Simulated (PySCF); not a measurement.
Compound: BF3H3P.
Atom-mapped SMILES: `[BH3-:1][P+:2]([F:3])([F:4])[F:5]` (hydrogens: H6, H7, H8 on B1)

Method: PySCF, PBE0-D3(BJ)/def2-SVP geometry optimisation, gas phase; density fitting, grid level 1; the optimiser is geomeTRIC in internal coordinates, started from a GFN2-xTB structure with every atom displaced at random (about 0.01 Å).

Step 0: E = -18144.2865 eV
```
atom  x, y, z in Å  |  force x, y, z in eV/Å
B1      1.1470   -0.1735    0.0562   -0.949   1.274  -0.467
P2     -0.7303    0.0949   -0.0409   -1.527  -0.171  -0.455
F3     -1.6497   -0.7330   -1.0501    1.071   0.011   0.107
F4     -1.3369    1.5017   -0.4132    0.736   0.242  -0.041
F5     -1.6656   -0.1516    1.2049    0.672  -0.155   0.442
H6      1.2557   -1.2804    0.3415    0.046  -1.735   0.433
H7      1.5009    0.6025    0.8863   -0.020   0.441   0.514
H8      1.5326    0.1198   -1.0367   -0.028   0.093  -0.532
```

Step 1: E = -18144.5169 eV
```
atom  x, y, z in Å  |  force x, y, z in eV/Å
B1      1.0784   -0.1502    0.0495    0.067  -0.045   0.152
P2     -0.7368    0.1102   -0.0286    0.404  -0.003   0.031
F3     -1.4878   -0.7736   -1.0792   -0.283  -0.029  -0.056
F4     -1.2638    1.5375   -0.4226   -0.099  -0.141   0.094
F5     -1.5920   -0.1730    1.2597   -0.033   0.078  -0.180
H6      1.1671   -1.3338    0.3479   -0.032   0.144  -0.047
H7      1.4551    0.6304    0.8996    0.014   0.016   0.066
H8      1.4335    0.1328   -1.0783   -0.038  -0.021  -0.060
```

Task: Estimate the geometry and energy of step 2. (The exact step hangs on the optimiser's Hessian estimate; all steps are aligned on step 1, rigid shifts and turns removed.)

Result: E = -18144.5263 eV, largest force 0.060 eV/Å
```
atom  x, y, z in Å  |  force x, y, z in eV/Å
B1      1.0884   -0.1488    0.0532    0.027   0.026   0.040
P2     -0.7275    0.1035   -0.0372    0.021   0.020   0.027
F3     -1.5139   -0.7688   -1.0769   -0.023  -0.026  -0.048
F4     -1.2712    1.5269   -0.4140    0.016   0.029  -0.025
F5     -1.5923   -0.1668    1.2442    0.004  -0.041   0.044
H6      1.1707   -1.3277    0.3503    0.000   0.024  -0.024
H7      1.4618    0.6324    0.9076   -0.041  -0.008   0.006
H8      1.4378    0.1296   -1.0792   -0.004  -0.025  -0.020
```

The energy changes by -0.0094 eV. The first-order estimate −F·Δx gives -0.0194 eV and the mean of the old and new forces, exact on a quadratic surface, -0.0092 eV. The step makes an angle of 42° with the force vector and moves no atom by more than 0.027 Å.

The cost below is that of the whole optimisation. On one thread, Arm Neoverse V2 (aarch64), shared host, this took 24 s of wall time and 0.37 GiB of memory at its peak.
